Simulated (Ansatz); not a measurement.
Diatomic OF, multiplicity 2 (the spin of the measured ground state).

| level | bond energy D_e (kJ/mol) |
|---|---|
| SVWN5/def2-TZVPP | 406.5 |
| PBE/def2-TZVPP | 302.3 |
| r2SCAN/def2-TZVPP | 245.0 |
| B97M-V/def2-TZVPP | 232.4 |
| B3LYP/def2-TZVPP | 232.3 |
| PBE0/def2-TZVPP | 227.6 |
| BHLYP/def2-TZVPP | 148.2 |
| CAM-B3LYP/def2-TZVPP | 233.8 |
| wB97X-V/def2-TZVPP | 237.5 |
| wB97M-V/def2-TZVPP | 230.1 |
| B2PLYP/def2-TZVPP | 217.9 |

The rows run from 148.2 (BHLYP/def2-TZVPP) to 406.5 kJ/mol (SVWN5/def2-TZVPP). The 11 functionals in def2-TZVPP without D3 or D4 span 258.3, from BHLYP to SVWN5.

D_e counts from the fitted minimum to each atom's lowest state at the same level, without counterpoise.

Correlated levels freeze the cores.

Codes used: Ansatz (Gaussian orbitals). Each number belongs to the level named beside it.

Ansatz is an electronic-structure program.
